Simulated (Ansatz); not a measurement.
Ansatz (a quantum-chemistry and plane-wave program) input (revPBE/def2-TZVPD):

Ansatz 0.2 input:
```yaml
crystal:
  periodic: [false, false, false]
  atoms:
    - {symbol: N, position_ang: [-1.27409506, 0.90918975, -0.58087901]}
    - {symbol: Si, position_ang: [-0.03167127, 0.21042334, 0.24779942]}
    - {symbol: N, position_ang: [1.57594966, 0.34715425, -0.51571941]}
    - {symbol: N, position_ang: [-0.40896210, -1.51484956, 0.52638804]}
    - {symbol: H, position_ang: [-1.09583861, 1.83584423, -0.95764541]}
    - {symbol: H, position_ang: [0.35554755, 0.60809403, 1.67134540]}
    - {symbol: H, position_ang: [2.27266058, -0.27719099, -0.12108794]}
    - {symbol: H, position_ang: [1.52691520, 0.16815715, -1.51298262]}
    - {symbol: H, position_ang: [-0.66124856, -1.69716369, 1.49116745]}
    - {symbol: H, position_ang: [-1.20488586, -1.77412855, -0.04851603]}
basis:
  gaussian:
    orbitals: def2-TZVPD
hamiltonian:
  xc: {name: revPBE}
total_charge: -1
output: {forces: true}
```

End of the output:

```
integrals: 0.12 GiB planned
1118 factors; their error is unknown
0.34 GiB of the device are held for the grids
1.06 GiB of device memory are held for the factors and their scratch space
mean field: 0.85 GiB planned
mean field evaluation 1: about -12432.2408 eV, gradient 8.6e1 eV
mean field evaluation 2: about -12296.7990 eV, gradient 1.8e2 eV
mean field evaluation 4: about -12446.0169 eV, gradient 1.7e1 eV
mean field evaluation 8: about -12446.8483 eV, gradient 3.9e-1 eV
mean field evaluation 16: about -12446.8274 eV, gradient 7.0e-3 eV
mean field -12446.82740179 eV, -457.4124702532 hartree, gradient 5.5e-5 eV, S^2 0.000000; 0 other end points of the search recorded, 0 dependent functions left out
the calculation of the forces begins
reference -12446.82746709 eV, -457.4124726529 hartree; 21, 21 occupied and 187, 187 virtual orbitals, 1118 factors
Total energy: -12446.82746709 eV, -457.4124726529 hartree
Atom 0 at    -1.274095     0.909190    -0.580879 Å, force    -0.610174     0.015170    -0.230368 eV/Å
Atom 1 at    -0.031671     0.210423     0.247799 Å, force     0.243938    -0.082512     0.257366 eV/Å
Atom 2 at     1.575950     0.347154    -0.515719 Å, force     0.119959     0.360609     0.046257 eV/Å
Atom 3 at    -0.408962    -1.514850     0.526388 Å, force     0.295594    -0.216701    -0.081987 eV/Å
Atom 4 at    -1.095839     1.835844    -0.957645 Å, force     0.039033     0.346725    -0.153780 eV/Å
Atom 5 at     0.355548     0.608094     1.671345 Å, force     0.050318     0.089838     0.249972 eV/Å
Atom 6 at     2.272661    -0.277191    -0.121088 Å, force     0.276925    -0.236845     0.128283 eV/Å
Atom 7 at     1.526915     0.168157    -1.512983 Å, force     0.005977    -0.067503    -0.375427 eV/Å
Atom 8 at    -0.661249    -1.697164     1.491167 Å, force    -0.107952    -0.084376     0.353035 eV/Å
Atom 9 at    -1.204886    -1.774129    -0.048516 Å, force    -0.313619    -0.124404    -0.193351 eV/Å
Dipole moment:     0.430432    -0.445322     0.078017 e Å
```

It need not be the lowest isomer of its formula. Whether it binds its extra electron was not tested at this geometry.
